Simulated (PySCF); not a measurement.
Electronic structure of Mg (magnesium, neutral) at the UHF level

Configuration: [Ne] 3s2, closed-shell 1S. Computed with PySCF 2.14 in aug-cc-pVQZ, with the non-relativistic Hamiltonian (point nucleus).

```
Total energy                                     : -199.614234 hartree
One-electron energy                              : -279.4301 hartree
Hartree (Coulomb) energy                         : 95.8101 hartree
Exchange energy                                  : -15.9942 hartree
Kinetic energy                                   : 199.61338 hartree
⟨S²⟩                                             : 0.0000
⟨L²⟩                                             : 0.000
Sum of ⟨r⟩                                       : 12.26 bohr
Sum of ⟨r²⟩                                      : 29.61 bohr²
Density at the nucleus (Gaussians lack the cusp) : 1080 bohr⁻³
Langevin diamagnetic susceptibility              : -23.5 ×10⁻⁶ cm³/mol
```

| shell | electrons | mean orbital energy (hartree) | rms radius, mean of both spins (bohr) |
| --- | --- | --- | --- |
| 1s | 2 | -49.03176 | 0.152 |
| 2s | 2 | -3.76773 | 0.756 |
| 2p | 6 | -2.28221 | 0.773 |
| 3s | 2 | -0.25305 | 3.52 |

Spin-orbit constants ζ (cm⁻¹) from the X2C one-electron operator on these orbitals (non-relativistic here): bare nucleus, nucleus screened by l(l+1)(2l+1)/3 electrons, and screened by the Breit-Pauli mean field of the electrons.

```csv
shell,bare,screened nucleus,mean field
2p,1734,1445,1314
```
